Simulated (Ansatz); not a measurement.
Ideal-gas functions of Cl₂GeH₂Se (`[Cl][GeH]([Cl])[SeH]`) at 400 K and 1 bar, from an Ansatz frequency run at PBE0-D4/def2-TZVP.

Molar mass 224.49 g/mol, point group Cs (symmetry number 1), electronic degeneracy 1, moments of inertia 238.746, 456.116, 631.883 u Å². Harmonic wavenumbers (cm⁻¹, unscaled): 89, 129, 146, 158, 294, 425, 434, 606, 700, 748, 2192, 2446.

Use S(trans) = R[1.5 ln M + 2.5 ln T − 1.1517]; rotational temperatures θ = 24.2544 K / I; S(rot) = R[ln(√π/σ · √(T³/θAθBθC)) + 1.5]; for each mode x = 1.438777 ν̃/T, S = R[x/(eˣ − 1) − ln(1 − e⁻ˣ)] and H = RT x/(eˣ − 1); 1 cm⁻¹ = 0.0119627 kJ/mol; R = 8.31446 J/(mol·K).

By hand: the entropy, in J/(mol·K).

Translation 182.5. Rotation: θ = 0.1016, 0.0532, 0.0384 K, giving 127.2. Vibration, mode by mode: 17.82, 14.77, 13.76, 13.12, 8.23, 5.55, 5.41, 3.31, 2.54, 2.21, 0.03, 0.01, in all 86.8. Electronic 0.0. Sum 396.5 J/(mol·K).

By hand: H − E and G − E in kJ/mol, counted from the electronic energy.

Zero-point energy ½ × 8367 × 0.0119627 = 50.0; thermal vibration 17.4; translation, rotation and pV give 4 RT = 13.3. H − E = 80.7 kJ/mol, and G − E = 80.7 − 400 × 396.5/1000 = -77.9 kJ/mol.

Vibration gives 22 % of the entropy, 46.4 J/(mol·K) of it from the modes under 150 cm⁻¹: soft modes count most, and the harmonic formula is weakest for them. The sum counts one conformer and one mirror image; others add a mixing term.
